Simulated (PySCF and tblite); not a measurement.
The numbers below are computed, except where a source is named.
3-acetyl-1-fluorobenzene, C₈H₇FO, numbered as in [CH3:1][C:2](=[O:3])[c:4]1[cH:5][cH:6][cH:7][c:8]([F:9])[cH:10]1.

Conformers came from 60 starts (ETKDG and KDG, MMFF94s, GFN2-xTB); geometries are GFN2-xTB. Energies: PBE0-D3(BJ)/pcSseg-1, with GFN2-xTB thermal terms (modes under about 100 cm⁻¹ blended into free rotors). Symmetry numbers and mirror images are counted. Conformers within 3 kcal/mol (GFN2-xTB free energy) were kept, 9 at most. GIAO shieldings: PBE0/pcSseg-1. Shifts are against TMS (¹H), TMS (¹³C), CFCl3 (¹⁹F) at the same level. Programs: PySCF with density fitting and tblite.

(1) Predict the averaged NMR shifts at 298.15 K.

(2) How do the conformers differ?

Unscaled ¹⁹F shifts at such levels can be off by tens of ppm; differences between conformers or isomers are more reliable. Shifts are unscaled: against experiment ¹³C can be off by 15 ppm or more and ¹H by 0.8 ppm.

Results:

(1) ¹H: 8.09 (H5, 1H), 8.07 (H10, 1H), 7.75 (H6, 1H), 7.53 (H7, 1H), 2.66 (H1, 3H) ppm. ¹³C: 199.3 (C2), 173.1 (C8), 142.5 (C4), 135.5 (C6), 130.0 (C5), 126.3 (C7), 122.1 (C10), 28.7 (C1) ppm. ¹⁹F: -114.7 (F9) ppm.

(2) Torsions listed: O3–C2–C4–C5.
```tsv
conformer	shape	weight %
1	180°	55.1
2	0°	44.9
```

| signal | 1 | 2 | average |
| --- | --- | --- | --- |
| H1 | 2.67 | 2.65 | 2.66 |
| H5 | 7.81 | 8.43 | 8.09 |
| H6 | 7.71 | 7.80 | 7.75 |
| H7 | 7.51 | 7.55 | 7.53 |
| H10 | 8.35 | 7.73 | 8.07 |
| C1 | 28.9 | 28.6 | 28.7 |
| C2 | 199.2 | 199.4 | 199.3 |
| C4 | 142.9 | 142.0 | 142.5 |
| C5 | 129.5 | 130.5 | 130.0 |
| C6 | 135.2 | 135.9 | 135.5 |
| C7 | 126.3 | 126.3 | 126.3 |
| C8 | 173.6 | 172.6 | 173.1 |
| C10 | 122.4 | 121.7 | 122.1 |
| F9 | -114.3 | -115.2 | -114.7 |


Conformer gaps in pcSseg-1 on xTB geometries can be 2 kcal/mol off for S=O, P=O and other polar bonds.